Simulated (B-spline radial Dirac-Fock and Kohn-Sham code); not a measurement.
## Tl⁺: eigenvalues, ΔSCF and the reference

System: the Tl⁺ ion in the configuration [Xe] 4f14 5d10 6s2.

The density-functional columns are spherical, spin-unpolarised Dirac-Kohn-Sham results without Breit or QED terms: −ε is minus the orbital energy of the initial state and ΔSCF the difference of two total energies. The reference in the last column comes from Dirac-Fock ΔSCF + Breit + QED. All numbers are from an atomic code on a B-spline grid, in eV; a selection of levels is shown. For the 1s level of heavy atoms much of the gap between ΔSCF and the reference is the Breit and QED part, -473.7 eV here; for other levels the error of the functional can be larger.

| level | PBE −ε | PBE ΔSCF | LDA −ε | LDA ΔSCF | Dirac-Fock |
| --- | --- | --- | --- | --- | --- |
| K | 85440.0 | 86072.7 | 85372.8 | 86003.3 | 85540.0 |
| L1 | 15206.7 | 15323.4 | 15196.6 | 15313.6 | 15367.7 |
| L2 | 14602.7 | 14754.5 | 14597.9 | 14749.9 | 14713.4 |
| L3 | 12537.3 | 12663.0 | 12534.7 | 12660.7 | 12671.4 |
| M1 | 3634.9 | 3669.1 | 3632.2 | 3666.5 | 3727.2 |
| M2 | 3361.2 | 3398.3 | 3360.2 | 3397.3 | 3435.2 |
| M3 | 2902.1 | 2934.9 | 2901.6 | 2934.6 | 2976.4 |
| M4 | 2448.6 | 2488.5 | 2448.8 | 2488.8 | 2500.9 |
| M5 | 2350.5 | 2388.9 | 2350.8 | 2389.2 | 2404.6 |
| N1 | 816.8 | 832.4 | 815.5 | 831.2 | 868.8 |
| N2 | 698.7 | 714.3 | 698.1 | 713.7 | 742.7 |
| N3 | 587.1 | 601.7 | 586.4 | 601.0 | 630.5 |
| N4 | 393.8 | 408.2 | 393.8 | 408.2 | 424.9 |
| N5 | 373.0 | 387.1 | 372.9 | 387.1 | 404.0 |
| N6 | 123.5 | 137.3 | 124.0 | 137.8 | 136.4 |
| N7 | 118.9 | 132.6 | 119.4 | 133.1 | 132.0 |
| O1 | 137.8 | 146.4 | 138.2 | 146.8 | 155.4 |
| O2 | 98.17 | 106.4 | 98.62 | 106.8 | 111.4 |
| O3 | 77.97 | 85.72 | 78.18 | 85.93 | 91.41 |
| O4 | 24.10 | 30.78 | 24.34 | 31.03 | 29.39 |
| O5 | 21.89 | 28.42 | 22.12 | 28.65 | 27.24 |
| P1 | 16.30 | 20.77 | 16.68 | 21.19 | 18.37 |

**Question.** Order the estimates of the K (1s) level by their distance from the Dirac-Fock value, nearest first.
A. PBE ΔSCF
B. LDA ΔSCF
C. LDA −ε
D. PBE −ε

**Answer.** D (100.0 eV), C (167.3 eV), B (463.2 eV), A (532.7 eV).

An eigenvalue near the reference for a deep level is a cancellation of errors: it lacks relaxation, carries self-interaction and omits Breit and QED terms.

For the outermost level NIST gives 20.4283 eV (measured); the differences from it are PBE −ε -4.13, PBE ΔSCF +0.35, LDA −ε -3.75, LDA ΔSCF +0.76, Dirac-Fock -2.06 eV.

Values without a named source are computed, but for edge energies of neutral atoms, which are taken from tables.
